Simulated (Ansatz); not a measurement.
Reactions of H6NPSi (`[SiH3]NP`).

Gas-phase electronic energies from Ansatz, PBE0-D4/def2-TZVP geometries. CBS: MP2 limit from def2 TZ/QZ plus the TZ coupled-cluster correction, frozen cores. This one scheme is used for every species. For Br, Ga outer-core shells are correlated without core-valence functions, which leaves a few kJ/mol of doubt a bond. Scalar relativity is left out up to krypton. Each species was taken in one conformer, which may not be the lowest.

(1) Order these by ΔE at CCSD(T)/CBS, lowest first. (Estimate.)
A. `[SiH3]NP` + `F[Si]1(Br)BC1` → `F[SiH2]NP` + `Br[SiH]1BC1`
B. `[SiH3]NP` + `C#C[SiH2][GaH2]` → `P[SiH2][GaH2]` + `C#CN[SiH3]`
C. `[SiH3]NP` + `CCN[SiH3]` → `CCN([SiH3])P` + `N[SiH3]`
D. `[SiH3]NP` + `B[SiH2]COC` → `COC[SiH2]P` + `BN[SiH3]`
E. `[SiH3]NP` + `C=CCCC` → `C=CCC[SiH3]` + `CNP`
F. `[SiH3]NP` + `C[Si](N)(F)BO` → `C[Si](N)(F)P` + `OBN[SiH3]`

Largest T1 diagnostic: 0.014, for `P[SiH2][GaH2]`.

## Answers

(1) D (-48.6 kcal/mol), F (-45.8 kcal/mol), A (-8.3 kcal/mol), C (-1.4 kcal/mol), B (+11.8 kcal/mol), E (+24.6 kcal/mol).
